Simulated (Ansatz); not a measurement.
Molecular dynamics of CH9NOSi2

Input:

```yaml
crystal:
  periodic: [false, false, false]
  atoms:
    - { symbol: Si, position_ang: [-0.5197, 0.6231, 0.5917] }
    - { symbol: O, position_ang: [0.8682, -0.7921, 0.0045] }
    - { symbol: C, position_ang: [0.6362, -2.1586, 0.1038] }
    - { symbol: "N", position_ang: [0.7283, 0.8627, 1.6665] }
    - { symbol: H, position_ang: [1.3369, -0.1288, 0.9956] }
    - { symbol: H, position_ang: [-1.6163, -0.2288, 1.0899] }
    - { symbol: Si, position_ang: [-0.964, 1.7165, -1.3865] }
    - { symbol: H, position_ang: [0.1942, -2.4228, 1.0714] }
    - { symbol: H, position_ang: [1.5819, -2.6953, -0.0129] }
    - { symbol: H, position_ang: [-0.0463, -2.4739, -0.6916] }
    - { symbol: H, position_ang: [1.0615, 1.685, 2.1406] }
    - { symbol: H, position_ang: [-0.3633, 1.0886, -2.5671] }
    - { symbol: H, position_ang: [-2.4091, 1.8176, -1.6558] }
    - { symbol: H, position_ang: [-0.4886, 3.1069, -1.3501] }
magnetization:
  spin_polarized: true
basis:
  gaussian: { orbitals: STO-3G }
hamiltonian:
  xc: b3lyp
  dispersion: d4
md:
  timestep: 0.5
  n_steps: 150
  ensemble: nve
  temperature: 1000.0
  initial_velocities: maxwell_boltzmann
  seed: 993379
```

Launched with:

```bash
$ ansatz run input.yaml --threads 1 --pin off --max-ram 2048MiB --backend cpu --events-out ev --progress --plain --runs-dir out
```

It starts from a rough guess of a transition structure, not a stationary point.

Output, in part (step lines, the closing report, with atoms numbered from 0):

```
md step     0: t =     0.00 fs  T =  1000.0 K  F+E_penalty+E_count = -20230.71149368 eV  E_kin = 1.551120 eV  conserved = -20229.16037370 eV  (26 SCF iters)
[... lines left out ...]
Total energy: -20230.79417629 eV, -743.4679730538 hartree
Atom 0 at     0.007550     0.280373     0.442765 Å, force    -4.042817     5.046444     2.305088 eV/Å
Atom 1 at     0.814109    -0.866100    -0.368355 Å, force     1.262635    -5.358478    -1.323925 eV/Å
Atom 2 at     0.260906    -2.336174    -0.107530 Å, force     1.582127     2.306430     1.689467 eV/Å
Atom 3 at     0.063188     1.789275     1.777462 Å, force    -0.089938    -2.515320    -2.446961 eV/Å
Atom 4 at     1.045912     2.114521     1.942226 Å, force     1.150144     0.291693    -0.228086 eV/Å
Atom 5 at    -1.110729    -0.561080     0.862788 Å, force    -0.100533     0.839577     0.832290 eV/Å
Atom 6 at    -0.886938     1.700366    -1.058526 Å, force    -0.232140    -0.823559    -1.510972 eV/Å
Atom 7 at    -0.145158    -2.586311     0.906040 Å, force     0.205199     1.115551     0.066224 eV/Å
Atom 8 at     1.219524    -2.854924    -0.108366 Å, force     0.164621    -1.156551    -0.936557 eV/Å
Atom 9 at    -0.548931    -2.733688    -0.739936 Å, force     0.472376     0.471445    -1.222210 eV/Å
Atom 10 at    -0.003502     1.132147     2.562162 Å, force    -0.384310    -0.696277     2.618394 eV/Å
Atom 11 at    -2.150182     1.033075    -1.310601 Å, force    -0.164868     0.420892    -0.105507 eV/Å
Atom 12 at    -1.150228     3.122400    -0.880654 Å, force     0.280730    -0.363785     0.251314 eV/Å
Atom 13 at    -0.170529     1.495880    -2.307894 Å, force    -0.103226     0.421939     0.011440 eV/Å
Dipole moment:     0.340092    -0.425085     0.393850 e Å
```

The steps, from the saved trajectory:

```tsv
time (fs)	T (K)	potential energy less start (eV)	conserved less start (meV/atom)
0	1000	0.000	0.00
2.5	794	0.321	0.11
5	792	0.323	0.06
7.5	857	0.223	0.12
10	1134	-0.212	-0.34
12.5	961	0.063	0.21
15	1180	-0.282	-0.17
17.5	1310	-0.477	0.29
20	1701	-1.091	-0.30
22.5	1566	-0.876	0.20
25	1814	-1.266	-0.28
27.5	1583	-0.901	0.24
30	1667	-1.038	-0.26
32.5	1499	-0.770	0.27
35	1988	-1.535	-0.21
37.5	2165	-1.806	0.13
40	2228	-1.909	-0.30
42.5	1773	-1.196	0.23
45	1656	-1.020	-0.25
47.5	1399	-0.615	0.30
50	1593	-0.922	-0.18
52.5	1487	-0.754	0.15
55	1575	-0.893	-0.11
57.5	1555	-0.862	-0.09
60	1423	-0.656	0.02
62.5	1321	-0.498	0.00
65	1326	-0.505	0.04
67.5	1462	-0.718	-0.11
70	1393	-0.609	-0.03
72.5	1198	-0.306	0.05
75	1053	-0.082	-0.03
```

All steps were run. The conserved energy stayed within 0.37 meV per atom of its start (net change -0.032 meV per atom), so the integration is sound. The kinetic energy rose, since the run started high on the potential surface and went downhill. A run of 0.075 ps of so small a system gives no equilibrium averages. The orbitals were unrestricted but ended closed-shell. Limits of this set-up: minimal basis.

The planned step would form O2–H5 and break Si1–O2, N4–H5. These pairs go: O2–H5 1.28 → 3.78 Å, Si1–O2 2.07 → 1.62 Å, N4–H5 1.34 → 1.05 Å. In the last frame they stand as before the step (other bonds may differ from the relaxed reactants and products). It ends as one piece, CH9NOSi2. Pairs count as bonded within 1.25 times the sum of covalent radii (0.12 Å more for H–H).

Last frame:

```xyz
14
Properties=species:S:1:pos:R:3
Si 0.008 0.280 0.443
O 0.814 -0.866 -0.368
C 0.261 -2.336 -0.107
N 0.063 1.789 1.778
H 1.046 2.115 1.942
H -1.111 -0.561 0.863
Si -0.887 1.700 -1.058
H -0.145 -2.586 0.906
H 1.220 -2.855 -0.108
H -0.549 -2.734 -0.740
H -0.004 1.132 2.562
H -2.150 1.033 -1.311
H -1.150 3.122 -0.881
H -0.171 1.496 -2.308
```

The run took 12 min on 1 thread of Arm Neoverse V1, with other jobs on the host, peak memory 0.16 GiB.
